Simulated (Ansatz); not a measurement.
`CSB(F)F` + H₂O → `OB(F)F` + CH₃SH at 500 K and 1 bar (formal hydrolysis of a B–S bond).

Isolated molecules relaxed with PBE0-D4/def2-TZVP in Ansatz; ΔE leaves out vibrations. CCSD(T)/CBS adds triple-zeta CCSD(T) − MP2 to the extrapolated MP2 energy (def2 sets, frozen cores). This one scheme is used for every species. One conformer a species, not always the lowest.

```csv
species,CCSD(T)/CBS energy (Eh),H − E (kJ/mol),S (J/(mol·K))
`CSB(F)F`,-662.16308,167.4,382.8
H₂O,-76.37941,73.2,206.3
`OB(F)F`,-300.33752,91.0,306.4
CH₃SH,-438.22835,145.1,283.7
```

H − E and S are ideal-gas, rigid-rotor, harmonic terms from PBE0-D4/def2-TZVP, for one conformer and one mirror image of each species. 1 Eh = 2625.50 kJ/mol, R = 8.31446 J/(mol·K).

Problem. By hand: ΔE, ΔH, ΔS and ΔG.

Solution. ΔE = (-300.33752) + (-438.22835) − (-662.16308) − (-76.37941) = -0.02338 Eh = -61.4 kJ/mol. Δ(H − E) = 91.0 + 145.1 − 167.4 − 73.2 = -4.5, so ΔH = -65.9 kJ/mol. ΔS = 306.4 + 283.7 − 382.8 − 206.3 = 1.0 J/(mol·K). ΔG = -65.9 − 500 × (1.0)/1000 = -66.4 kJ/mol.

Problem. By hand: the equilibrium constant, and the temperature at which ΔG would vanish if ΔH and ΔS stayed fixed.

Solution. log₁₀ K = −ΔG/(RT ln 10) = 6.9. ΔH and −TΔS have one sign here, so there is no such temperature. One of them is within its doubt of zero, so this could turn.

The number of gas molecules stays the same, so ΔS is small and ΔH decides. A doubt of 5 kJ/mol in ΔE shifts log₁₀ K by 0.5 here. Other conformers and mirror images would add mixing entropy, several J/(mol·K) or more a flexible species. These are equilibria of isolated gas molecules and say nothing of rates. Largest T1 diagnostic: 0.012 (customary marks: 0.02 for closed shells, 0.045 for open ones).
